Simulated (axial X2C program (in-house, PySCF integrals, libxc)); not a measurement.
**Working with the constants of GeBr⁺**

A bond curve at the CCSD(T) level, two-component, was computed with an in-house relativistic program for diatomic molecules (basis Br dyall-cv3z [8s9p6d4f1g], Ge dyall-cv3z [9s9p7d4f1g] (cores contracted in-house)) for the state Ω = 0 (closed shell). Its fit gives Re = 2.2118 Å, ωe = 366.1 cm⁻¹, ωexe = 0.751 cm⁻¹ and αe = 2.737e-04 cm⁻¹; the masses are 78.9183 and 73.9212 u. Two-component means X2C with spin–orbit coupling and atomic mean-field Coulomb and Gaunt terms.

Correlated methods: 10 electrons correlated (number of frozen shells: Br 3 s, 2 p, 1 d; Ge 3 s, 2 p, 1 d), 250 virtual spin orbitals or spinors in MP2, 90 natural virtuals in coupled cluster.

Task: Find the reduced mass, Be and the force constant.

Result: From the CCSD(T) values: μ = 38.1690 u. Be = 16.8576/(μ Re²) = 0.09028 cm⁻¹. k = 5.8918×10⁻⁷ μ ωe² = 3.01 mdyn/Å.

Task: Where do the fundamental and the first overtone lie?

Result: ν(1←0) = ωe − 2ωexe = 364.6 cm⁻¹; ν(2←0) = 2ωe − 6ωexe = 727.7 cm⁻¹.

Task: Estimate De from a Morse curve and compare with the computed well depth of 3.839 eV to Br + Ge+.

Result: De(Morse) = ωe²/(4ωexe) = 5.532 eV against 3.839 eV computed, a ratio of 1.44. The extrapolation overshoots: the well softens faster than a Morse curve, or the lowest atomic limit lies below the one to which the curve heads.

Task: A Morse curve ties αe to the other constants (Pekeris). How well does that hold?

Result: αe(Morse) = 6Be²/ωe × (√(ωexe/Be) − 1) = 2.517e-04 cm⁻¹; the CCSD(T) curve gives 2.737e-04 cm⁻¹, a ratio of 0.92.

Task: Estimate the centrifugal constant by the Kratzer relation.

Result: D = 4Be³/ωe² = 2.20e-08 cm⁻¹.

The state is one determinant whose occupation by symmetry is held fixed; it was picked as the lowest of a PBE0 search that is not exhaustive. De is counted from the lowest determinant-based energies of the atoms at the same level, without counterpoise correction. Coupled cluster ran in a truncated set of natural virtual spinors; the MP2 energy of the rest was added. (T) has no such correction and the atoms are truncated less, which lowers De at CCSD(T) by a hundredth of an eV or more. With the outer-core shells frozen, correlated bond lengths of heavy atoms tend to come out a few hundredths of an ångström too long.
